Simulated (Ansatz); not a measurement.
`F[CH]([SiH3])[Al]([F])[Cl]`, relaxed with RKS PBE-D4/def2-SVP in the Gaussian-basis code of Ansatz from a rough embedded geometry. The force threshold is 0.03 eV/Å; the program also tests the step.

Charge 0, multiplicity 1.

Start:

```xyz
10

F     1.720    0.946    0.238
C     0.852   -0.048   -0.176
Si   -0.531    0.788   -1.045
Al    0.080   -1.091    1.320
F     0.390   -2.873    1.428
Cl   -0.977   -0.064    2.979
H     1.339   -0.735   -0.893
H    -0.066    1.551   -2.220
H    -1.278    1.722   -0.098
H    -1.529   -0.196   -1.534
```

**Question.** How much energy does the relaxation release, and in how many steps? (Best estimate.)

**Answer.** Computed: 48.74 kJ/mol, in 17 steps.

**Question.** Which bonds change most? (Estimate.)

**Answer.** Computed: Al4–F5 from 1.812 to 1.676 Å; Al4–Cl6 from 2.220 to 2.098 Å; C2–Si3 from 1.835 to 1.913 Å; F1–C2 from 1.383 to 1.412 Å.

**Question.** Give the relaxed structure. (Best estimate.)

**Answer.** The calculation gave: 
```xyz
10

F     1.531    1.161    0.455
C     0.802    0.061   -0.047
Si   -0.576    0.712   -1.203
Al    0.093   -1.036    1.434
F    -0.503   -2.561    1.080
Cl    0.008   -0.376    3.423
H     1.485   -0.579   -0.657
H     0.005    1.529   -2.322
H    -1.527    1.565   -0.411
H    -1.317   -0.478   -1.753
```
